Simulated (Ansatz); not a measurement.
Molecule: CNO, charge 0, multiplicity 2. SMILES: N#C[O]

Atoms: O1, C2, N3. Bonds: O1-C2, C2-N3.

Bond lengths (Å) and angles (degrees) optimised at PBE/6-31G* with Ansatz (a program for electronic structure); B3LYP/LANL2DZ with Ansatz; MP2/6-31G* with Ansatz, each started from the B3LYP-D3(BJ)/def2-TZVP structure (Ansatz) of the last column. A row stands for all coordinates that are equal there. 6-31G* holds six Cartesian d functions. No wavenumbers were computed at PBE/6-31G*, B3LYP/LANL2DZ, MP2/6-31G*, so these may be saddle points.

| coordinate | PBE/6-31G* | B3LYP/LANL2DZ | MP2/6-31G* | B3LYP-D3(BJ)/def2-TZVP |
|---|---|---|---|---|
| O1-C2 | 1.199 | 1.220 | 1.167 | 1.175 |
| C2-N3 | 1.241 | 1.245 | 1.255 | 1.222 |
| O1-C2-N3 | 180.0 | 180.0 | 180.0 | 180.0 |

Mean signed difference of all 2 bond lengths from B3LYP-D3(BJ)/def2-TZVP: PBE/6-31G* 0.021 Å, B3LYP/LANL2DZ 0.034 Å, MP2/6-31G* 0.012 Å.
